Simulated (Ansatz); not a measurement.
Reaction (ligand exchange at the Al–C bond): `CO[CH2][AlH][CH3]` + `[SiH3]S` → `[CH3][AlH][S][SiH3]` + `COC`

Calculated with Ansatz (gas phase, PBE0-D4/def2-TZVP geometries, no zero-point term in ΔE). CCSD(T)/CBS adds triple-zeta CCSD(T) − MP2 to the extrapolated MP2 energy (def2 sets, frozen cores). DFT in def2-TZVPP. Each species was taken in one conformer, which may not be the lowest.

```csv
level,ΔE (kJ/mol)
r2SCAN,-155.6
SCS-MP2/def2-TZVPP,-158.1
```

Q: What does CCSD(T)/CBS give? (Best estimate.)

A: Ansatz gave: -156.2 kJ/mol. The listed levels differ from it by 0.6, -1.9 kJ/mol.

Largest T1 diagnostic among the species: 0.011.

From PBE to PBE0 (25 % exact exchange), in def2-TZVPP and without D4, ΔE moves by −6.5 kJ/mol. In def2-TZVPP, CCSD(T) changes the Hartree–Fock value by +9.8 kJ/mol (the triples alone add +0.1 kJ/mol) and MP2 by +3.4 kJ/mol.
